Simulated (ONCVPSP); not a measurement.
# An all-electron radial function and its pseudo partner (He)

Columns: radius, all-electron u(r) and pseudo u(r) of the 1s shell (level -15.50 eV) of helium in the configuration 1s2; PBEsol, non-relativistic, ONCV scheme, ONCVPSP 4.0.1.

```json
{"r (bohr)": "0.044", "all-electron": "0.1914", "pseudo": "0.1384"}
{"r (bohr)": "0.088", "all-electron": "0.3509", "pseudo": "0.2734"}
{"r (bohr)": "0.132", "all-electron": "0.4827", "pseudo": "0.4018"}
{"r (bohr)": "0.176", "all-electron": "0.5906", "pseudo": "0.5201"}
{"r (bohr)": "0.220", "all-electron": "0.6778", "pseudo": "0.6255"}
{"r (bohr)": "0.264", "all-electron": "0.7475", "pseudo": "0.7160"}
{"r (bohr)": "0.308", "all-electron": "0.8023", "pseudo": "0.7908"}
{"r (bohr)": "0.352", "all-electron": "0.8443", "pseudo": "0.8500"}
{"r (bohr)": "0.396", "all-electron": "0.8753", "pseudo": "0.8945"}
{"r (bohr)": "0.440", "all-electron": "0.8972", "pseudo": "0.9253"}
{"r (bohr)": "0.484", "all-electron": "0.9112", "pseudo": "0.9435"}
{"r (bohr)": "0.528", "all-electron": "0.9186", "pseudo": "0.9505"}
{"r (bohr)": "0.572", "all-electron": "0.9204", "pseudo": "0.9481"}
{"r (bohr)": "0.616", "all-electron": "0.9175", "pseudo": "0.9384"}
{"r (bohr)": "0.660", "all-electron": "0.9106", "pseudo": "0.9241"}
{"r (bohr)": "0.704", "all-electron": "0.9006", "pseudo": "0.9075"}
{"r (bohr)": "0.748", "all-electron": "0.8877", "pseudo": "0.8904"}
{"r (bohr)": "0.792", "all-electron": "0.8727", "pseudo": "0.8733"}
{"r (bohr)": "0.836", "all-electron": "0.8558", "pseudo": "0.8558"}
{"r (bohr)": "0.880", "all-electron": "0.8375", "pseudo": "0.8375"}
{"r (bohr)": "0.924", "all-electron": "0.8180", "pseudo": "0.8180"}
{"r (bohr)": "0.968", "all-electron": "0.7976", "pseudo": "0.7976"}
{"r (bohr)": "1.012", "all-electron": "0.7766", "pseudo": "0.7766"}
{"r (bohr)": "1.056", "all-electron": "0.7550", "pseudo": "0.7550"}
{"r (bohr)": "1.100", "all-electron": "0.7332", "pseudo": "0.7332"}
{"r (bohr)": "1.144", "all-electron": "0.7113", "pseudo": "0.7113"}
```

(1) How many radial nodes do the two functions have?

(2) At about which radius was the pseudo-wave matched?

(3) Is the pseudo-wave norm-conserving?

Results:

(1) The all-electron 1s function has n − l − 1 = 0; the pseudo-wave has 0.

(2) 0.88 bohr, where the columns begin to agree (steps of 0.04 bohr).

(3) Yes: the ONCV scheme keeps the norm inside the radius equal to the all-electron one, which fixes the energy derivative of the logarithmic derivative at the level.
